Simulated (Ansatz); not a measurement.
A cut through the energy surface

BNH$_{4}$O$_{2}$ (SMILES NB(O)O), singlet, at its PBE0-D4/def2-TZVP minimum:

```
8
angstrom
N -0.6486 0.9470 0.0451
B 0.2427 -0.1434 -0.0480
O 1.5448 0.1095 -0.3950
O -0.1160 -1.4530 0.1903
H -1.6177 0.8743 0.2888
H -0.3383 1.8837 -0.1377
H 2.0597 -0.6989 -0.4286
H -1.0346 -1.5765 0.4294
```

The dihedral angle N1–B2–O4–H8 (0.0° at the minimum) is set to the values below, the two halves turning rigidly about the central bond. Each method's energies count from its own value at the PBE0-D4 minimum structure. Computed with Ansatz 0.2.0 (basis: def2-TZVPP); correlated methods freeze the cores.

CCSD(T) energies along the scan:
```csv
dihedral angle (°),CCSD(T) (meV)
-159.2,164
-129.2,227
-99.2,277
-69.2,223
-39.2,94
-9.2,6
20.8,28
50.8,145
80.8,257
110.8,266
140.8,198
170.8,152
```
They count from the CCSD(T) energy at the PBE0-D4 minimum.

Largest difference from the CCSD(T) curve over the scan: PBE-D4 11; r2SCAN-D4 3; PBE0-D4 9 meV. Each curve counts from its own value at the minimum.

T1 diagnostic: at most 0.012.

For scale, one of the runs: CCSD(T)/def2-TZVPP, 180 basis functions (an equivalent command: `ansatz run in.yaml --threads 4`). The run took 28 s on 4 CPU threads (shared host), with 1.9 GiB of host memory at its peak.
